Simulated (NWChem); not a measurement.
System: C₂H₆Mg; SMILES [CH3][Mg][CH3]

Input file for NWChem:

```
start job
memory heap 200 mb stack 900 mb global 1100 mb
geometry units angstroms
  Mg     0.369622    -0.277989     0.396350
  C      1.143041     0.416028    -1.457503
  H      2.067145    -0.033401    -1.820684
  H      1.292166     1.497372    -1.411684
  H      0.360511     0.223376    -2.196144
  C     -1.682710    -0.010150     0.878819
  H     -2.284804    -0.750823     0.347284
  H     -1.953176     0.974446     0.488336
  H     -1.964065    -0.044124     1.931216
end
basis spherical
  * library 6-31g*
end
dft
  xc hfexch
  iterations 150
end
driver
  maxiter 150
  loose
end
task dft optimize
```

Excerpt of the output:

```
             Northwest Computational Chemistry Package (NWChem) 7.3.0
             --------------------------------------------------------

 C2  symmetry detected

                             Geometry "geometry" -> ""
                             -------------------------

 Output coordinates in angstroms (scale by  1.889725989 to convert to a.u.)

  No.       Tag          Charge          X              Y              Z
 ---- ---------------- ---------- -------------- -------------- --------------
    1 Mg                  12.0000     0.00000000     0.00000000     0.67965993
    2 C                    6.0000     1.84559585    -0.00041137    -0.37408096
    3 H                    1.0000     2.73093822    -0.35193338     0.15549987
    4 H                    1.0000     2.05583017     1.00465327    -0.74729594
    5 H                    1.0000     1.69167022    -0.64743609    -1.24167777
    6 C                    6.0000    -1.84559585     0.00041137    -0.37408096
    7 H                    1.0000    -2.05583017    -1.00465327    -0.74729594
    8 H                    1.0000    -1.69167022     0.64743609    -1.24167777
    9 H                    1.0000    -2.73093822     0.35193338     0.15549987

 Effective nuclear repulsion energy (a.u.)      80.0497121460

      Symmetry information
      --------------------

 Group name             C2
 Group number              4
 Group order               2
 No. of unique centers     5

                                Z-matrix (autoz)
                                --------

 Units are Angstrom for bonds and degrees for angles

      Type          Name      I     J     K     L     M      Value
      ----------- --------  ----- ----- ----- ----- ----- ----------
    1 Stretch                  1     2                       2.12523
    2 Stretch                  1     6                       2.12523
    3 Stretch                  2     3                       1.08989
    4 Stretch                  2     4                       1.09254
    5 Stretch                  2     5                       1.09319
    6 Stretch                  6     7                       1.09254
    7 Stretch                  6     8                       1.09319
    8 Stretch                  6     9                       1.08989
    9 Bend                     1     2     3               117.68304
   10 Bend                     1     2     4               109.65194
   11 Bend                     1     2     5               105.74421
   12 Bend                     1     6     7               109.65194
   13 Bend                     1     6     8               105.74421
   14 Bend                     1     6     9               117.68304
   15 Bend                     2     1     6               120.55168
   16 Bend                     3     2     4               107.84121
   17 Bend                     3     2     5               108.00594
   18 Bend                     4     2     5               107.48561
   19 Bend                     7     6     8               107.48561
   20 Bend                     7     6     9               107.84121
   21 Bend                     8     6     9               108.00594
   22 Torsion                  2     1     6     7          77.65483
   23 Torsion                  2     1     6     8         -37.95000
   24 Torsion                  2     1     6     9        -158.65282
   25 Torsion                  3     2     1     6        -158.65282
   26 Torsion                  4     2     1     6          77.65483
   27 Torsion                  5     2     1     6         -37.95000

  xc_inp: hfexch multiplicative factor not found.

                           NWChem Geometry Optimization
                           ----------------------------

 maximum gradient threshold         (gmax) =   0.004500
 rms gradient threshold             (grms) =   0.003000
 maximum cartesian step threshold   (xmax) =   0.018000
 rms cartesian step threshold       (xrms) =   0.012000
 fixed trust radius                (trust) =   0.300000
 source of zmatrix                         =   autoz

          -------------------
          Energy Minimization
          -------------------

 Using diagonal initial Hessian
 Scaling for Hessian diagonals: bonds = 1.00  angles = 0.25  torsions = 0.10

          --------
          Step   0

                                 NWChem DFT Module
                                 -----------------

 Summary of "ao basis" -> "ao basis" (spherical)
 ------------------------------------------------------------------------------
       Tag                 Description            Shells   Functions and Types
 ---------------- ------------------------------  ------  ---------------------
 Mg                          6-31g*                  8       18   4s3p1d
 C                           6-31g*                  6       14   3s2p1d
 H                           6-31g*                  2        2   2s

      Symmetry analysis of basis
      --------------------------

        a          30
        b          28

[...]

      ----------------------
      Optimization converged
      ----------------------

  Step       Energy      Delta E   Gmax     Grms     Xrms     Xmax
  ---- ---------------- -------- -------- -------- -------- --------
@    8    -278.79186023 -3.9D-06  0.00015  0.00007  0.00289  0.00755
                                     ok       ok       ok       ok

                                Z-matrix (autoz)
                                --------

 Units are Angstrom for bonds and degrees for angles

      Type          Name      I     J     K     L     M      Value     Gradient
      ----------- --------  ----- ----- ----- ----- ----- ---------- ----------
    1 Stretch                  1     2                       2.11196    0.00008
    2 Stretch                  1     6                       2.11196    0.00008
    3 Stretch                  2     3                       1.08979   -0.00006
    4 Stretch                  2     4                       1.08969   -0.00015
    5 Stretch                  2     5                       1.08969   -0.00014
    6 Stretch                  6     7                       1.08969   -0.00015
    7 Stretch                  6     8                       1.08969   -0.00014
    8 Stretch                  6     9                       1.08979   -0.00006
    9 Bend                     1     2     3               112.28728    0.00005
   10 Bend                     1     2     4               112.18180    0.00002
   11 Bend                     1     2     5               112.18166    0.00002
   12 Bend                     1     6     7               112.18180    0.00002
   13 Bend                     1     6     8               112.18166    0.00002
   14 Bend                     1     6     9               112.28728    0.00005
   15 Bend                     2     1     6               179.79740   -0.00005
   16 Bend                     3     2     4               106.58126   -0.00004
   17 Bend                     3     2     5               106.58968   -0.00004
   18 Bend                     4     2     5               106.60326   -0.00001
   19 Bend                     7     6     8               106.60326   -0.00001
   20 Bend                     7     6     9               106.58126   -0.00004
   21 Bend                     8     6     9               106.58968   -0.00004
   22 Torsion                  2     1     6     7          79.27330    0.00001
   23 Torsion                  2     1     6     8         -40.69229    0.00000
   24 Torsion                  2     1     6     9        -160.71489   -0.00000
   25 Torsion                  3     2     1     6        -160.71489   -0.00000
   26 Torsion                  4     2     1     6          79.27330    0.00001
   27 Torsion                  5     2     1     6         -40.69229    0.00000

                         Geometry "geometry" -> "geometry"
                         ---------------------------------

 Output coordinates in angstroms (scale by  1.889725989 to convert to a.u.)

  No.       Tag          Charge          X              Y              Z
 ---- ---------------- ---------- -------------- -------------- --------------
    1 Mg                  12.0000     0.00000000     0.00000000    -0.41100201
    2 C                    6.0000     2.11195416    -0.00053220    -0.41473601
    3 H                    1.0000     2.52685677    -0.33367277     0.53632621
    4 H                    1.0000     2.52327876     0.99077171    -0.60327009
    5 H                    1.0000     2.52184287    -0.65853060    -1.18054394
    6 C                    6.0000    -2.11195416     0.00053220    -0.41473601
    7 H                    1.0000    -2.52327876    -0.99077171    -0.60327009
    8 H                    1.0000    -2.52184287     0.65853060    -1.18054394
    9 H                    1.0000    -2.52685677     0.33367277     0.53632621

 Effective nuclear repulsion energy (a.u.)      78.8314074285

      Symmetry information
      --------------------

 Group name             C2
 Group number              4
 Group order               2
 No. of unique centers     5

                Final and change from initial internal coordinates
                --------------------------------------------------

                                Z-matrix (autoz)
                                --------

 Units are Angstrom for bonds and degrees for angles

[...]
```

Level: Hartree-Fock/6-31G* (spherical d).
